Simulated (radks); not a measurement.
Results of a calculation; reference values are marked as such.
Species: Br. Configuration: [Ar] 3d10 4s2 4p5. Level of theory: Dirac Kohn-Sham, BLYP, spin-unpolarised, spherical densities, point nucleus; open shells are shared between the two j in proportion to 2j + 1 (a radial shooting solver on a logarithmic mesh with Libxc functionals). Some entries of the table are withheld. Estimate them.

orbital     occ.  eigenvalue (hartree)  <r^2> (bohr^2)
1s1/2          2             -489.3744        0.002460
2s1/2          2                   (1)         0.04231
2p1/2          2                   (2)         0.03251
2p3/2          4                   (3)         0.03396
3s1/2          2              -8.73236          0.3501
3p1/2          2              -6.53465          0.3640
3p3/2          4              -6.28312          0.3778
3d3/2          4                   (4)             (5)
3d5/2          6                   (6)             (7)
4s1/2          2                   (8)           3.209
4p1/2    1.66667              -0.29577           5.113
4p3/2    3.33333              -0.27733           5.378

Answer. 
(1) 2s1/2 eigenvalue (hartree): -63.66948
(2) 2p1/2 eigenvalue (hartree): -57.34512
(3) 2p3/2 eigenvalue (hartree): -55.59808
(4) 3d3/2 eigenvalue (hartree): -2.47038
(5) 3d3/2 <r^2> (bohr^2): 0.4298
(6) 3d5/2 eigenvalue (hartree): -2.43047
(7) 3d5/2 <r^2> (bohr^2): 0.4358
(8) 4s1/2 eigenvalue (hartree): -0.73587
